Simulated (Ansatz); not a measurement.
The cluster CaCl2⁻, relaxed as a doublet with UKS PBE-D4/def2-TZVPD in Ansatz, starting from the GFN2-xTB geometry. Force threshold 0.02 eV/Å.

The highest occupied level of the charge -1 doublet lies above zero (up to 0.69 eV). By energy differences its removal costs 1.29 eV (vertical, to the charge 0 singlet, at PBE-D4/def2-TZVPD); a positive level beside a positive removal energy at the same level points to self-interaction error. The relaxation made no stability test and no search for a lower SCF solution. The structure comes from a short search, and lower isomers may exist.

Start:

```csv
atom,x (Å),y (Å),z (Å)
Ca1,-0.173,0.655,0.500
Cl2,1.326,1.106,-1.695
Cl3,-1.153,-1.761,1.195
```

Q: Estimate the energy that the relaxation releases and the steps that it takes.

A: 3.0 kcal/mol, in 4 steps; 4 s on 4 threads of Arm Neoverse V2 on a shared host. No frequencies were taken in this run, so the end may be a saddle point.

Q: Does the start keep its bonding and symmetry?

A: By distances, no bond broke or formed. The bond that changes most is Ca1–Cl3, from 2.70 to 2.54 Å (atoms count from 1). Point group C2v at the start, C2v at the end, both within 0.05 Å.

Q: Predict the relaxed structure.

A: 
```xyz
3

Ca   -0.160    0.603    0.461
Cl    1.255    1.058   -1.600
Cl   -1.095   -1.660    1.140
```
Bond lengths: 2 × Ca–Cl 2.54 Å.
